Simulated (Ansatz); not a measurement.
A made-up structure of BSnNH₅ (charge +1), closed shell:

N1  (-0.994, 0.950, -0.744)
B2  (0.147, 0.822, -0.006)
Sn3  (0.788, -1.263, 0.651)
H4  (-1.608, 0.207, -1.042)
H5  (-1.310, 1.861, -1.054)
H6  (0.932, -1.042, 2.330)
H7  (2.181, -1.592, 1.565)
H8  (-0.051, -2.704, 0.301)
(Å)

It is relaxed with PBE-D4/def2-SVP and then PBE0-D4/def2-TZVP (Ansatz 0.2.0). Atoms count as bonded within 1.22 times the sum of their covalent radii (H–H: 0.88 Å). The end point is not checked to be a true minimum.

Q: Does its bonding change? (A judgement: the text doesn't fix the answer.)

A: By the calculation: No: no bond forms or breaks.

Where it ends: The first stage lowers the energy by 2.88 eV in 11 steps. It ends as BSnNH₅ ([NH2][B][SnH3]), total charge +1:
```
8
angstrom
N -0.9905 0.9611 -0.8298
B -0.3092 0.0940 -0.0939
Sn 0.8534 -1.4300 1.1603
H -1.7422 0.6898 -1.4592
H -0.8139 1.9628 -0.8214
H 0.4517 -1.0071 2.7445
H 2.4536 -1.1529 0.6975
H 0.1828 -2.8801 0.6047
```

Labels in which every atom is bracketed show which atoms are joined, not bond orders.

For scale, one of the runs: PBE0-D4/def2-TZVP relaxation, 142 basis functions, launched by `ansatz run in.yaml --threads 2 --pin off --events-out ev --progress --plain --max-ram 4352MiB`. Hardware: 2 CPU threads of an Arm Neoverse V2, shared host. Wall time about 17 s.
